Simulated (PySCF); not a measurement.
CaO, SMILES [O]=[Ca]. Atoms are numbered in the order given.

```xyz
2

Ca     0.0000     0.0000    -0.5163
O      0.0000     0.0000     1.2907
```

The structure is a stationary point at PBE0-D3(BJ)/def2-TZVPD.

The numbers are results of HF/pcSseg-2 (PySCF), not measurements.

GIAO shieldings, no solvent; atoms alike by connectivity are averaged. δ = σ(ref) − σ: ¹⁷O against H2O (σ = 326.0 ppm), references at their B3LYP-D3(BJ)/def2-TZVP geometries, non-relativistic.

| nucleus | atoms | count | δ (ppm) |
|---|---|---|---|
| ¹⁷O | O2 | 1 | 830.3 |
